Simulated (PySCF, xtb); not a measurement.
GeH6O2Si, SMILES O[SiH2][GeH2][OH].

xtb with GFN2-xTB at its own geometry gives an orbital gap of 4.92 eV and a dipole moment of 2.02 D.

Coordinates come from a B3LYP-D3(BJ)/def2-SVP optimisation. This is a generated structure with no PubChem entry under its InChIKey; it may be hypothetical. Other conformers were not sampled.

Q: What does PySCF with PBE0/def2-TZVP give? (The exact figures need the calculation; the answer reports its results.)

A: gap 7.23 eV (levels -8.05 and -0.82 eV), dipole 2.49 D.
